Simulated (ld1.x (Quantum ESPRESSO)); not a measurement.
**arsenic (As), RRKJ: configuration errors across variants**

```json
{
  "Element": "arsenic (As)",
  "Generator": "ld1.x (Quantum ESPRESSO) 7.5",
  "Type": "norm-conserving RRKJ (Kleinman–Bylander form)",
  "Functional": "revPBE",
  "Relativity": "scalar-relativistic",
  "Frozen core": "[Ar]",
  "Valence charge": "15",
  "Reference configuration": "3d10 4s2 4p3",
  "Partial waves": "4p (bound): rc 1.45 bohr; 3d (bound): rc 1.00 bohr; 4s (bound): rc 1.75 bohr",
  "Local potential": "the s channel",
  "Core correction": "none",
  "rho0": "0.001"
}
```

All-electron excitation energies from the reference (eV): (1) 3d10 4s2 4p2 9.105; (2) 3d10 4s2 4p1 26.961; (3) 3d10 4s2 4p0 54.558; (4) 3d10 4s1 4p0 105.002; (5) 3d10 4s1 4p4 9.391; (6) 3d10 4s0 4p5 18.993; (7) 3d9 4s2 4p3 50.774.

2 further variants failed, have other tests or too few solved ones, and are left out.

A true bound ghost makes a file unfit for plane-wave use even where its test errors are small: the radial tests pick states by their node count and pass the ghost by.

Errors AE − PS in meV (a dash: test not solved or not reliable):

```csv
change,(1),(2),(3),(4),(5),(6),(7),bound ghosts
base,-1.8,-4.6,+2.3,+52,-0.9,-2.3,-766,p
wave 4p (bound): rc 1.45 bohr becomes 4p (bound): rc 1.44 bohr,-1.7,-4.4,+3.1,+52,-0.6,-1.3,-764,p
wave 4p (bound): rc 1.45 bohr becomes 4p (bound): rc 1.88 bohr,-1.8,-3.1,+13,+91,-5.7,-23,-819,none
wave 4p (bound): rc 1.45 bohr becomes 4p (bound): rc 2.20 bohr,-1.4,-0.4,+22,+104,-5.4,-21,-807,none
```

(1) Give the same row for: wave 4p (bound): rc 1.45 bohr becomes 4p (bound): rc 1.68 bohr.

Answers

(1) -1.9, -4.7, +4.5, +70, -3.8, -15, -804; bound ghosts: none.
